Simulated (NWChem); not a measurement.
All runs are NWChem calculations. System: H3AlCl2OSi, charge 0, spin multiplicity 1, displaced from the optimised geometry. The structure started from a generated list of species.

The NWChem input:

```
start mol
memory heap 200 mb stack 800 mb global 1000 mb
geometry units angstroms nocenter noautoz noautosym
  Al     0.037573     0.451296     0.223660
  Cl     1.947155     1.321950     0.551531
  Cl    -1.699905     1.502538     0.846450
  O     -0.099665    -1.075150    -0.531120
  Si    -0.222375    -2.582433    -1.278831
  H     -0.774671    -3.600631    -0.291360
  H      1.149828    -3.040218    -1.752370
  H     -1.156282    -2.487048    -2.476944
end
basis spherical
  * library def2-svp
end
dft
  xc becke88 lyp
  semidirect memsize 60000000 filesize 0
  iterations 100
  convergence nodiis damp 40
end
task dft gradient
```

The output up to the point where the run's verdict is printed (cleaned and shortened):

```
             Northwest Computational Chemistry Package (NWChem) 7.3.0
             --------------------------------------------------------

                                NWChem Input Module
                                -------------------

 Scaling coordinates for geometry "geometry" by  1.889725989
 (inverse scale =  0.529177249)

                             Geometry "geometry" -> ""
                             -------------------------

 Output coordinates in angstroms (scale by  1.889725989 to convert to a.u.)

  No.       Tag          Charge          X              Y              Z
 ---- ---------------- ---------- -------------- -------------- --------------
    1 Al                  13.0000     0.03757300     0.45129600     0.22366000
    2 Cl                  17.0000     1.94715500     1.32195000     0.55153100
    3 Cl                  17.0000    -1.69990500     1.50253800     0.84645000
    4 O                    8.0000    -0.09966500    -1.07515000    -0.53112000
    5 Si                  14.0000    -0.22237500    -2.58243300    -1.27883100
    6 H                    1.0000    -0.77467100    -3.60063100    -0.29136000
    7 H                    1.0000     1.14982800    -3.04021800    -1.75237000
    8 H                    1.0000    -1.15628200    -2.48704800    -2.47694400

 Effective nuclear repulsion energy (a.u.)     377.7967210157

            Nuclear Dipole moment (a.u.)
            ----------------------------
        X                 Y               Z
 ---------------- ---------------- ----------------
     0.0000075589    -0.0000283459    -0.0000207870


 Summary of "ao basis" -> "" (spherical)
 ------------------------------------------------------------------------------
       Tag                 Description            Shells   Functions and Types
 ---------------- ------------------------------  ------  ---------------------
 *                          def2-svp                  on all atoms

                                 NWChem DFT Module
                                 -----------------

 Summary of "ao basis" -> "ao basis" (spherical)
[...]
 d= 0,ls=0.0         52  -1229.9521563455 -3.75D+02  6.36D-01              36.1
 d= 0,ls=0.0         53   -854.7253705361  3.75D+02  6.36D-01              36.8
 d= 0,ls=0.0         54  -1229.9521563455 -3.75D+02  6.36D-01              37.6
 d= 0,ls=0.0         55   -854.7253705361  3.75D+02  6.36D-01              38.3
 d= 0,ls=0.0         56  -1229.9521563455 -3.75D+02  6.36D-01              39.1
 d= 0,ls=0.0         57   -854.7253705361  3.75D+02  6.36D-01              39.9
 d= 0,ls=0.0         58  -1229.9521563455 -3.75D+02  6.36D-01              40.6
 d= 0,ls=0.0         59   -854.7253705361  3.75D+02  6.36D-01              41.4
 d= 0,ls=0.0         60  -1229.9521563455 -3.75D+02  6.36D-01              42.1
 d= 0,ls=0.0         61   -854.7253705361  3.75D+02  6.36D-01              42.8
 d= 0,ls=0.0         62  -1229.9521563455 -3.75D+02  6.36D-01              43.4
 d= 0,ls=0.0         63   -854.7253705361  3.75D+02  6.36D-01              44.0
 d= 0,ls=0.0         64  -1229.9521563455 -3.75D+02  6.36D-01              44.7
 d= 0,ls=0.0         65   -854.7253705361  3.75D+02  6.36D-01              45.4
 d= 0,ls=0.0         66  -1229.9521563455 -3.75D+02  6.36D-01              45.9
 d= 0,ls=0.0         67   -854.7253705361  3.75D+02  6.36D-01              46.6
 d= 0,ls=0.0         68  -1229.9521563455 -3.75D+02  6.36D-01              47.3
 d= 0,ls=0.0         69   -854.7253705361  3.75D+02  6.36D-01              48.0
 d= 0,ls=0.0         70  -1229.9521563455 -3.75D+02  6.36D-01              48.7
 d= 0,ls=0.0         71   -854.7253705361  3.75D+02  6.36D-01              49.3
 d= 0,ls=0.0         72  -1229.9521563455 -3.75D+02  6.36D-01              49.8
 d= 0,ls=0.0         73   -854.7253705361  3.75D+02  6.36D-01              50.4
 d= 0,ls=0.0         74  -1229.9521563455 -3.75D+02  6.36D-01              51.0
 d= 0,ls=0.0         75   -854.7253705361  3.75D+02  6.36D-01              51.6
 d= 0,ls=0.0         76  -1229.9521563455 -3.75D+02  6.36D-01              52.1
 d= 0,ls=0.0         77   -854.7253705361  3.75D+02  6.36D-01              52.7
 d= 0,ls=0.0         78  -1229.9521563455 -3.75D+02  6.36D-01              53.5
 d= 0,ls=0.0         79   -854.7253705361  3.75D+02  6.36D-01              54.2
 d= 0,ls=0.0         80  -1229.9521563455 -3.75D+02  6.36D-01              54.8
 d= 0,ls=0.0         81   -854.7253705361  3.75D+02  6.36D-01              55.5
 d= 0,ls=0.0         82  -1229.9521563455 -3.75D+02  6.36D-01              56.2
 d= 0,ls=0.0         83   -854.7253705361  3.75D+02  6.36D-01              56.8
 d= 0,ls=0.0         84  -1229.9521563455 -3.75D+02  6.36D-01              57.3
 d= 0,ls=0.0         85   -854.7253705361  3.75D+02  6.36D-01              57.9
 d= 0,ls=0.0         86  -1229.9521563455 -3.75D+02  6.36D-01              58.5
 d= 0,ls=0.0         87   -854.7253705361  3.75D+02  6.36D-01              59.2
 d= 0,ls=0.0         88  -1229.9521563455 -3.75D+02  6.36D-01              59.8
 d= 0,ls=0.0         89   -854.7253705361  3.75D+02  6.36D-01              60.4
 d= 0,ls=0.0         90  -1229.9521563455 -3.75D+02  6.36D-01              61.0
 d= 0,ls=0.0         91   -854.7253705361  3.75D+02  6.36D-01              61.6
 d= 0,ls=0.0         92  -1229.9521563455 -3.75D+02  6.36D-01              62.2
 d= 0,ls=0.0         93   -854.7253705361  3.75D+02  6.36D-01              62.8
 d= 0,ls=0.0         94  -1229.9521563455 -3.75D+02  6.36D-01              63.4
 d= 0,ls=0.0         95   -854.7253705361  3.75D+02  6.36D-01              64.0
 d= 0,ls=0.0         96  -1229.9521563455 -3.75D+02  6.36D-01              64.6
 d= 0,ls=0.0         97   -854.7253705361  3.75D+02  6.36D-01              65.2
 d= 0,ls=0.0         98  -1229.9521563455 -3.75D+02  6.36D-01              65.9
 d= 0,ls=0.0         99   -854.7253705361  3.75D+02  6.36D-01              66.5
 d= 0,ls=0.0        100  -1229.9521563455 -3.75D+02  6.36D-01              67.3
```

The run did not converge; its last values are not results. The next line reads: Calculation failed to converge. NWChem stopped with the message: dft gradient failed.
